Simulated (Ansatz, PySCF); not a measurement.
B(Cl)(GeH3)(OH) (BClGeH₄O), SMILES O[B](Cl)[GeH3]. Atoms are numbered in the order given.

```xyz
8

B      0.4613     0.6801     0.0000
Cl    -0.7686     1.9666     0.0000
Ge    -0.1337    -1.3010     0.0000
H     -0.9992    -1.5929    -1.2411
H     -0.9992    -1.5929     1.2411
H      1.0640    -2.2682     0.0000
O      1.7594     1.0130     0.0000
H      1.9094     1.9685     0.0000
```
Charge 0, spin multiplicity 1.

Geometry: PBE0-D3(BJ)/def2-SVP. The values are those of a single conformer.

Two levels are set side by side: PBE-D3(BJ)/def2-SVP (Ansatz, an electronic-structure program) and PBE0-D3(BJ)/def2-SVP (Ansatz). Each level has its own optimised geometry; the coordinates shown are those of the second. Frequencies come from the Hessian of PySCF at each geometry. Differences are taken from unrounded values.

```csv
quantity,PBE0-D3(BJ)
mean bond length (Å),1.540
bond B1–Cl2 (Å),1.780
bond B1–Ge3 (Å),2.068
bond B1–O7 (Å),1.340
bond Ge3–H4 (Å),1.541
bond Ge3–H5 (Å),1.541
bond Ge3–H6 (Å),1.539
bond O7–H8 (Å),0.967
highest harmonic wavenumber (cm⁻¹),3837
mean harmonic wavenumber (cm⁻¹),1067
zero-point energy (kcal/mol),27.46
```

Task: What does PBE-D3(BJ) give, and how far is it from PBE0-D3(BJ)? (An estimate is asked for; the answer gives what the named calculation found.)

Result: 
```tsv
quantity	PBE-D3(BJ)	PBE-D3(BJ) minus PBE0-D3(BJ)
mean bond length (Å)	1.550	0.011
bond B1–Cl2 (Å)	1.789	0.009
bond B1–Ge3 (Å)	2.075	0.007
bond B1–O7 (Å)	1.352	0.012
bond Ge3–H4 (Å)	1.553	0.012
bond Ge3–H5 (Å)	1.553	0.012
bond Ge3–H6 (Å)	1.551	0.012
bond O7–H8 (Å)	0.979	0.012
highest harmonic wavenumber (cm⁻¹)	3656	-181
mean harmonic wavenumber (cm⁻¹)	1027	-40
zero-point energy (kcal/mol)	26.43	-1.03
```

Exact exchange shortens and stiffens bonds; PBE has none. Differences between two approximate levels are no errors against the true value.
